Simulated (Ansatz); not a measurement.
silylarsine (AsH5Si), SMILES [SiH3][AsH2].

Geometry optimised at PBE-D3(BJ)/def2-TZVP.

Two levels are set side by side: PBE/def2-TZVPD (Ansatz, a first-principles code) and CAM-B3LYP/def2-TZVPD (Ansatz). Energy differences of separate SCF runs at the same geometry; the states with an electron removed or added have multiplicity 2 and 2. Differences are taken from unrounded values.

```
quantity                           CAM-B3LYP
---------------------------------  ---------
vertical ionisation energy (eV)         9.81
vertical singlet–triplet gap (eV)       5.50
```

Q: What does PBE give, and how far is it from CAM-B3LYP? (An estimate is asked for; the answer gives what the named calculation found.)

A: 
```json
[
 {"quantity": "vertical ionisation energy (eV)", "PBE": "9.68", "PBE minus CAM-B3LYP": "-0.13"},
 {"quantity": "vertical singlet–triplet gap (eV)", "PBE": "5.25", "PBE minus CAM-B3LYP": "-0.25"}
]
```
